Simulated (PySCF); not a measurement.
**How methods differ on the ionisation energy of I²⁺**

I²⁺ [Kr] 4d10 5s2 5p3 (4S) → I³⁺ [Kr] 4d10 5s2 5p2 (3P), as a difference of total energies. All numbers are calculated (PySCF 2.14, the spin-free X2C one-electron Hamiltonian (Gaussian nucleus), in x2c-SVPall (6s5p3d, 36 functions)). Correlated levels: valence: [Kr] 4d10 frozen. The calculations carry no spin-orbit coupling.

```
           method  ionisation energy (eV)
              UHF                  29.920
              PBE                  30.390
           M06-2X                  30.485
   CCSD (valence)                  30.155
CCSD(T) (valence)                  30.158
```

Task: Estimate what MP2 (valence) gives.

Result: 30.188 eV, closest to CCSD(T) (valence) among the rows shown.

Task: Estimate what SCS-MP2 (valence) gives.

Result: 30.092 eV, closest to CCSD (valence) among the rows shown.

The reference lies between the lowest fine-structure levels, while these numbers refer to the centres of the terms.

Errors of the correlated levels include the incompleteness of this basis and the frozen core.

For comparison: 29.57 ± 0.025 eV (measured; NIST Atomic Spectra Database, ionization energies).
